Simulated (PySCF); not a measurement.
All values below come from PBE-D3(BJ)/def2-TZVP // B3LYP-D3(BJ)/def2-TZVP (PySCF). All species are isolated molecules in the gas phase. One relaxed conformer stands for a flexible species; it need not be the lowest. 

Reference species (SMILES): `OC#CCO` (neutral, multiplicity 1).

| Quantity | Value |
|---|---|
| HOMO–LUMO gap | 5.30 eV |
| HOMO | -5.89 eV |

Changed species: `C1OCOC=1`.

Predict the effect on the HOMO–LUMO gap and HOMO.

the HOMO–LUMO gap decreases by 0.90 eV, to 4.40 eV; the HOMO goes up by 1.38 eV, to -4.51 eV.
